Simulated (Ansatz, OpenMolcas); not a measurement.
## A ladder of methods for CH3In (SMILES C[In])

CH3In has 5 atoms, charge 0, and is taken as a singlet. As SMILES, `C[In]`. The coordinates come from a PBE0-D4/def2-TZVP relaxation.

```xyz
5

C    -0.1828    0.0732   -0.0706
In    1.7728   -0.7095    0.6846
H    -0.9730   -0.0409    0.6802
H    -0.5026   -0.4605   -0.9728
H    -0.1145    1.1378   -0.3214
```

Each level gives the vertical electron affinity (to the doublet anion) (eV). The values are calculated.

The electron affinity is E(neutral) − E(anion): positive where the electron is bound.

| level | kind | program | value (eV) | CPU time (all runs) |
| --- | --- | --- | --- | --- |
| HF/def2-SVPD (core potential) | Hartree–Fock | OpenMolcas | -0.51 | 53 s |
| BLYP/def2-SVPD (core potential) | GGA | Ansatz | -0.31 | 90 s |
| PBE/def2-SVPD (core potential) | GGA | OpenMolcas | -0.17 | 1.9 min |
| M06-L/def2-SVPD (core potential) | meta-GGA | OpenMolcas | -0.35 | 3.1 min |
| PBE0/def2-SVPD (core potential) | global hybrid | Ansatz | -0.13 | 1.7 min |
| CAM-B3LYP/def2-SVPD (core potential) | range-separated hybrid | Ansatz | -0.15 | 96 s |
| B2PLYP/def2-SVPD (core potential) | double hybrid | Ansatz | -0.24 | 2 min |
| BCCD(T)/def2-SVPD (core potential) | coupled cluster or CI | Ansatz | -0.23 | 1.7 min |

Spin-orbit coupling, which can split open shells on such heavy atoms by tenths of an eV, is left out. Where it was recorded, the anion's HOMO is positive in HF/def2-SVPD, BLYP/def2-SVPD, PBE/def2-SVPD, M06-L/def2-SVPD, PBE0/def2-SVPD, CAM-B3LYP/def2-SVPD, B2PLYP/def2-SVPD: a fault of the level (basis or self-interaction), which says nothing on whether the real anion is bound. The values span -0.51 to -0.13 eV. In the correlated wave-function rows the outer d shell of In is correlated, in sets not made for it. Negative values mean that the anion is unbound at that level; they are set by how diffuse the basis is and aren't properties of the molecule, whose anion may well be bound. Times are those of the runs behind each value, whatever else they computed, on shared processors of several kinds: orders of magnitude only.
